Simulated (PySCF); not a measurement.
# Relaxation of singlet Co₂H₄

Level of theory: PySCF, PBE0, basis Co def2-TZVP, H def2-TZVP (no relativity, density fitting). A (50,194) grid was used.

A hand-made doubly bridged, planar start, of D2h symmetry, held to at least that symmetry:

```xyz
6
charge 0 multiplicity 1, angstrom
Co    1.0338    0.0000    0.0000
Co   -1.0338    0.0000    0.0000
H     0.0000    1.1086    0.0000
H     0.0000   -1.1086    0.0000
H     2.4638    0.0000    0.0000
H    -2.4638    0.0000    0.0000
```

Optimiser trace:
| step | E − E(last) (kJ/mol) | largest gradient (Eh/bohr) |
| --- | --- | --- |
| 0 | 84.12 | 0.05951 |
| 1 | 32.45 | 0.03080 |
| 2 | 4.96 | 0.01117 |
| 3 | 0.77 | 0.00650 |
| 4 | 0.32 | 0.00415 |
| 5 | 0.17 | 0.00250 |
| 6 | 0.03 | 0.00093 |
| 7 | 0.00 | 0.00032 |
| 8 | 0.00 | 0.00024 |

It ends at D2h with Co–H 1.585 Å (×4), Co–H 1.600 Å (×2); Co–H–Co 92.9° (×2), H–Co–H 87.1° (×2), H–Co–H 136.5° (×4) (after a last refinement on a finer grid). A frequency run shows 2 imaginary modes, down to 801i cm⁻¹, so it is a higher-order saddle point. Other isomers or separated fragments may lie lower.

Stability towards spin polarisation was not tested.
